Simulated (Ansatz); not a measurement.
CH7B2FSi (`BCB[SiH2]F`). The species carries charge 0 and has multiplicity 1.

```csv
atom,x (Å),y (Å),z (Å)
B1,0.8359,-1.9242,0.4756
C2,-0.0621,-0.7201,0.8525
B3,-0.5413,-0.0375,-0.4618
Si4,-0.2657,1.9384,-0.6874
F5,-0.8137,2.5204,-2.0817
H6,2.0059,-1.9254,0.7266
H7,0.3620,-2.8546,-0.1081
H8,0.3337,-0.0484,1.6145
H9,-1.0185,-1.1743,1.1757
H10,-1.0687,-0.7124,-1.2997
H11,-0.9563,2.6798,0.4060
H12,1.1888,2.2584,-0.6121
```

Q: What are the harmonic wavenumbers in cm⁻¹ at PBE0-D4/def2-TZVP (Ansatz, finite differences of forces, unscaled)? (An estimate is asked.)

A: Computed: 54, 59, 111, 175, 279, 286, 382, 621, 673, 714, 740, 828, 843, 848, 882, 929, 989, 1026, 1061, 1075, 1219, 1248, 1395, 2199, 2203, 2580, 2609, 2665, 2972, 3123.

Q: Is this a minimum?

A: Yes, all 30 modes are real.

Q: Give the ideal-gas thermochemistry at 298.15 K and 1 bar (rigid rotor, harmonic oscillator; point group C1, symmetry number 1).

A: Zero-point energy 208.1 kJ/mol; H(298) − E = 231.4 kJ/mol; entropy 366.6 J/(mol·K), of which translation 164.7, rotation 112.4, vibration 89.5; G(298) − E = 122.2 kJ/mol. Modes under 100 cm⁻¹ are hindered rotations or soft bends, so the harmonic entropy is rough.

Q: And at 400, 500, 600, 800 and 1000 K?

A: 
| T (K) | H − E (kJ/mol) | S (J/mol/K) | G − E (kJ/mol) |
| --- | --- | --- | --- |
| 400 | 245.0 | 405.6 | 82.8 |
| 500 | 260.7 | 440.5 | 40.5 |
| 600 | 278.3 | 472.4 | -5.2 |
| 800 | 317.5 | 528.7 | -105.5 |
| 1000 | 360.9 | 577.1 | -216.2 |
